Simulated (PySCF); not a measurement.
The vertical singlet excitations below were computed for one of the candidates. Level of theory: TDDFT CAM-B3LYP/def2-SVPD, vertical, gas phase, core orbitals frozen in the response in PySCF. Geometries: GFN2-xTB, one conformer each.

```json
{"state": "S1", "E (eV)": "4.64", "f": "0.0002"}
{"state": "S2", "E (eV)": "5.51", "f": "0.340"}
{"state": "S3", "E (eV)": "6.04", "f": "0.0006"}
{"state": "S4", "E (eV)": "6.47", "f": "0.083"}
{"state": "S5", "E (eV)": "7.11", "f": "0.0000"}
{"state": "S6", "E (eV)": "7.44", "f": "0.0005"}
{"state": "S7", "E (eV)": "7.73", "f": "0.0011"}
{"state": "S8", "E (eV)": "7.74", "f": "0.0049"}
```

Orbital energies (eV): HOMO-3 -10.58, HOMO-2 -10.58, HOMO-1 -9.72, HOMO -9.20, LUMO -0.88, LUMO+1 1.07, LUMO+2 1.46.

Question: Which structure fits? All have the formula C6H9ClO.
A. `Cl[C@@H]1CC[C@@H]1[C@H]1CO1`
B. `C=CC[C@@H](C)C(=O)Cl`
C. `CCC1(C(=O)Cl)CC1`
D. `CC[C@@H]1C[C@H]1C(=O)Cl`
E. `CC/C=C(\C)C(=O)Cl`

Answer: E. Its S1, at 4.64 eV, is the lowest among the candidates; the nearest of the others has S1 at 5.13 eV. S1 is HOMO-1→LUMO (90%). Löwdin shares by element: HOMO carbon 71% or more (atoms not listed hold the other 29%); LUMO carbon 59% or more, oxygen 21% (atoms not listed hold the other 20%). At the same level the other candidates give, for their lowest levels:
- `Cl[C@@H]1CC[C@@H]1[C@H]1CO1`: 7.32 eV (f 0.005); 7.38 eV (f 0.003); 7.78 eV (f 0.006); 7.93 eV (f 0.011); 7.98 eV (f 0.009); T1 6.71 eV; HOMO -9.35, LUMO 1.20 eV
- `CC[C@@H]1C[C@H]1C(=O)Cl`: 5.26 eV (f 0.000); 6.57 eV (f 0.009); 7.04 eV (f 0.138); 7.13 eV (f 0.204); 7.58 eV (f 0.016); T1 4.80 eV; HOMO -9.85, LUMO 0.10 eV
- `C=CC[C@@H](C)C(=O)Cl`: 5.13 eV (f 0.001); 6.15 eV (f 0.007); 6.68 eV (f 0.002); 7.19 eV (f 0.008); 7.38 eV (f 0.319); T1 4.44 eV; HOMO -8.98, LUMO 0.09 eV
- `CCC1(C(=O)Cl)CC1`: 5.19 eV (f 0.000); 6.85 eV (f 0.006); 6.99 eV (f 0.144); 7.05 eV (f 0.040); 7.49 eV (f 0.004); T1 4.71 eV; HOMO -9.76, LUMO 0.13 eV

The values belong to the conformer `[CH3:1][CH2:2]/[CH:3]=[C:4](\[CH3:5])[C:6](=[O:7])[Cl:8]`: C1–C2–C3–C4 -131°, C3–C4–C6–O7 180°.
Triplets come from the Tamm–Dancoff approximation.
